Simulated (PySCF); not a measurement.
A structure optimised at PBE-D3(BJ)/def2-SVP, used in a PySCF frequency run:

```
C
H 1 1.1201
O 1 1.4642 2 109.80
C 3 1.4521 1 103.69 2 -86.46
H 4 1.1094 3 110.28 1 -149.23
H 4 1.1182 5 108.42 3 123.05
C 1 1.5147 2 110.18 3 122.71
H 7 1.1086 1 111.44 2 177.19
H 7 1.1089 8 108.43 1 121.50
H 7 1.1103 8 107.89 9 116.54
Si 4 1.9088 5 121.11 6 138.37
O 11 1.6824 4 125.81 5 -104.14
H 12 0.9731 11 115.62 4 -46.77
H 11 1.4998 12 104.17 13 -179.46
```
Charge 0, spin multiplicity 1.

**Question.** Write its SMILES and formula.

**Answer.** C[C@H]1OC[Si@@H]1O, C3H8O2Si

**Question.** What are its rotational constants (standard atomic weights)?

**Answer.** 4.3512, 2.2941, 1.6711 GHz
